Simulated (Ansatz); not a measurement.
```xyz
15

Ga    0.8071   -0.6365   -1.8517
N     1.2244    0.9513   -0.9985
Si    0.1420    1.8920   -0.0504
Si   -1.4240    0.4106    0.8908
Ge   -0.2485   -1.6371    1.2215
H    -0.7218   -0.8601   -2.0975
H     1.9877   -1.4722   -2.4360
H     2.2006    1.2048   -0.9626
H    -0.5650    2.9696   -0.8033
H     0.8730    2.5526    1.0699
H    -2.6073    0.1392    0.0313
H    -1.9107    0.8707    2.2220
H    -1.1438   -2.8733    1.4039
H     0.6372   -1.9577   -0.0283
H     0.7492   -1.5538    2.3889
```

Charge 0, multiplicity 1.

(1) List the PBE0/def2-TZVPP orbital energies in eV (the Gaussian-basis code of Ansatz). (Best estimate.)

## Answers

(1) Computed: Occupied: -10860.13, -10146.91, -1802.67, -1802.55, -1358.42, -1252.77, -1208.23, -1208.22, -1208.22, -1108.96, -1108.85, -1108.85, -390.78, -171.12, -151.06, -144.96, -144.92, -120.93, -120.88, -120.88, -104.07, -103.80, -103.79, -99.63, -99.62, -99.59, -99.59, -99.56, -99.55, -33.76, -33.73, -33.69, -33.66, -33.66, -23.82, -23.11, -23.05, -23.02, -22.92, -22.22, -16.44, -15.13, -13.72, -13.33, -11.68, -10.38, -10.32, -9.80, -9.49, -9.36, -8.76, -8.57, -8.01, -7.24. Lowest empty: -0.88, -0.47, -0.17, 0.28, 0.43, 0.79, 1.13, 1.62.
